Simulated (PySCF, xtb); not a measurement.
SeCl₃, SMILES Cl[Se](Cl)Cl, multiplicity 2.

Harmonic wavenumbers (cm⁻¹) from GFN2-xTB (xtb) at its own minimum, in rising order: 100, 106, 161, 225, 279, 381.

### Question
What does PBE-D3(BJ)/def2-SVP (PySCF 2.14.0) give at its own minimum? (Estimate from the structure and the level; the computed values follow.)

### Answer
55, 96, 135, 285, 299, 373. Paired by order, the mean absolute difference is 28 cm⁻¹ and the zero-point energies are 1.8 and 1.8 kcal/mol.
